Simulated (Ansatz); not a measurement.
CH9GePSi can be A, `C[SiH2][GeH2][PH2]`, or B, `[SiH3][CH2][GeH2][PH2]`.

Isolated molecules relaxed with PBE0-D4/def2-TZVP in Ansatz; ΔE leaves out vibrations. CCSD(T)/CBS is the MP2 limit (def2-TZVPP, def2-QZVPP) plus CCSD(T) − MP2 in def2-TZVPP, frozen cores. DFT in def2-TZVPP. B3LYP here is the variant with VWN-RPA as its local correlation; programs differ in this. For Ge outer-core shells are correlated without core-valence functions, which leaves a few kJ/mol of doubt a bond. Scalar relativity is left out up to krypton. One conformer a species, not always the lowest.

A:

```xyz
13

C    -1.0615    1.6693    0.3809
Si    0.5188    0.8655    0.9909
Ge    1.1445   -0.9354   -0.4355
P    -0.6144   -2.4633   -0.4898
H    -0.9333    2.0607   -0.6307
H    -1.8818    0.9482    0.3652
H    -1.3501    2.4971    1.0325
H     0.3281    0.3240    2.3648
H     1.6255    1.8614    1.0398
H     1.4951   -0.4336   -1.8518
H     2.3710   -1.6894    0.1128
H    -0.1698   -3.1170   -1.6699
H    -1.4721   -1.5875   -1.2093
```

B:

Z-matrix (Å, degrees):
```
Si
C 1 1.870
H 1 1.488 2 110.1
H 1 1.489 2 111.4 3 120.3
H 1 1.488 2 110.1 3 -119.4
Ge 2 1.961 1 113.7 3 59.7
H 2 1.094 1 109.8 3 -179.2
H 2 1.094 1 109.8 3 -61.4
P 6 2.324 2 113.6 1 179.7
H 6 1.541 2 109.7 1 59.2
H 6 1.541 2 109.7 1 -59.9
H 9 1.421 6 93.5 2 46.9
H 9 1.421 6 93.5 2 -46.4
```

(1) Which isomer does CCSD(T)/CBS put lower? Give the gap. (Estimate.)

(2) Give E(B) − E(A) in kJ/mol with CCSD(T)/def2-TZVPP, MP2/def2-TZVPP, HF/def2-TZVPP, B3LYP-D4, PBE0-D4, B2PLYP, ωB97M-V. (An estimate is asked.)

Largest T1 diagnostic: 0.012.

Results:

(1) Ansatz gave: A, by 24.5 kJ/mol.

(2) Ansatz gave: CCSD(T)/def2-TZVPP 22.4, MP2/def2-TZVPP 19.1, HF/def2-TZVPP 20.6, B3LYP-D4 31.0, PBE0-D4 34.7, B2PLYP 26.2, ωB97M-V 25.9. None reverses the order clearly.
